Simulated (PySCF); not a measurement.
Gas-phase reaction: Sn(CH₃)₄ + 4 C₂H₂ (acetylene) → SnH₂ + 3 C₄H₆ (butadiene)

Method: PySCF energies (xtb for GFN2) plus ideal-gas RRHO corrections (1 bar). † marks an energy on the PBE0/def2-TZVP geometry and frequencies; other levels use their own. CCSD(T) freezes the core. All species are closed-shell singlets. Sn: scalar-relativistic def2 core potential, no spin-orbit coupling. SnH₂: computed as isolated molecules; such fragments, hydroxides, amides, oligomers or adducts are transient or little studied in the gas. CCSD(T) isn't extrapolated to the basis-set limit.

CCSD(T)/def2-SVP† gives ΔH°(298 K) = -403 kJ.

Question: What do PBE0/def2-SVP†, M06-2X/def2-TZVP†, GFN2-xTB give?

Answer: PBE0/def2-SVP†: -489 kJ; M06-2X/def2-TZVP†: -323 kJ; GFN2-xTB: -636 kJ. For scale, ΔH°(298 K) is -403 kJ at this level, -345 kJ at ωB97M-V/def2-TZVP†, and runs from -636 to -272 kJ over the 16 levels computed.
